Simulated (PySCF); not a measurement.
A run for PySCF: R-B3LYP/6-31G* on C2H8O2 (a complex), monomers drawn apart or pushed together.

```python
from pyscf import gto, scf, dft, mp
from pyscf.data.elements import chemcore

mol = gto.M(
    atom='''
    C     0.30473498   -0.59284309   -0.15162985
    O    -0.63316476    0.23900523    0.53496838
    H     0.06471387   -1.65301963   -0.03585370
    H     1.27615295   -0.40581940    0.30099330
    H     0.35465152   -0.34186060   -1.21450076
    H    -1.51248885    0.08859780    0.17305692
    C     0.47301927    0.48402344    3.73274170
    O    -0.21730634   -0.54471064    3.04999041
    H     1.38284403    0.79712740    3.20521428
    H     0.76429423    0.09326617    4.70810382
    H    -0.15333604    1.37019906    3.89252220
    H    -0.46749970   -0.21571525    2.17168091
    ''',
    basis='6-31g*',
    cart=True,
    charge=0, spin=0, verbose=3, max_memory=1800)
mf = dft.RKS(mol, xc='b3lyp')
mf.conv_tol = 1e-8
mf.max_cycle = 100
mf.kernel()
if not mf.converged:
    mf = mf.newton().run(mf.mo_coeff, mf.mo_occ)
```

It printed:

```
converged SCF energy = -231.439052695904
```

The calculation finished and met its thresholds.

Cost: roughly 4 core-seconds.
